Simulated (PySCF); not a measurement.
Continuum solvent and chemical shifts

Molfile (atoms numbered from 1):
```
CH4Cl2Si
     RDKit          3D

  8  7  0  0  0  0  0  0  0  0999 V2000
   -2.0017   -1.0396    0.1916 Cl  0  0  0  0  0  0  0  0  0  0  0  0
   -0.9025    0.3696    0.0750 C   0  0  0  0  0  0  0  0  0  0  0  0
    0.8453   -0.3123   -0.0833 Si  0  0  0  0  0  4  0  0  0  0  0  0
    2.1605    1.2868   -0.2126 Cl  0  0  0  0  0  0  0  0  0  0  0  0
   -1.1950    0.9699   -0.7983 H   0  0  0  0  0  0  0  0  0  0  0  0
   -1.0270    0.9856    0.9770 H   0  0  0  0  0  0  0  0  0  0  0  0
    0.9560   -1.1278   -1.3207 H   0  0  0  0  0  0  0  0  0  0  0  0
    1.1824   -1.1134    1.1221 H   0  0  0  0  0  0  0  0  0  0  0  0
  1  2  1  0
  2  3  1  0
  3  4  1  0
  2  5  1  0
  2  6  1  0
  3  7  1  0
  3  8  1  0
M  END
```

GIAO PBE0/pcSseg-1 in PySCF on one PBE0-D3(BJ)/def2-SVP conformer, non-relativistic, equivalent nuclei averaged. Solvents enter as an IEF-PCM continuum (chloroform with ε = 4.7, acetone with ε = 20.5) around the gas-phase geometry. Shifts are referred to TMS computed in the same medium.

Gas phase, δ in ppm: C2 30.7, Si3 -16.7, H7/H8 4.88, H5/H6 2.97. Dipole moment 0.39 D.

Q: How does each δ change in the continuum?

A: 
| atoms | environment | Δδ, chloroform | Δδ, acetone |
| --- | --- | --- | --- |
| C2 | sp3 CH2 bonded to Cl and Si | +1.2 | +1.6 |
| Si3 | silicon bonded to C, Cl, 2 H | +1.0 | +1.4 |
| H7/H8 | hydrogen on a silicon bonded to C, Cl | +0.02 | +0.03 |
| H5/H6 | hydrogen on an sp3 CH2 bonded to Cl and Si | +0.27 | +0.36 |

Changes are relative to the gas phase. The dipole moment becomes 0.48 D in chloroform, 0.52 D in acetone.

Q: Which nuclei move most (in ppm), and what does the model miss?

A: C2 (sp3 CH2 bonded to Cl and Si, +1.6 ppm) in acetone. A continuum only polarises the solute; specific hydrogen bonds, the anisotropy of aromatic solvents and changes of geometry or conformer are outside it.
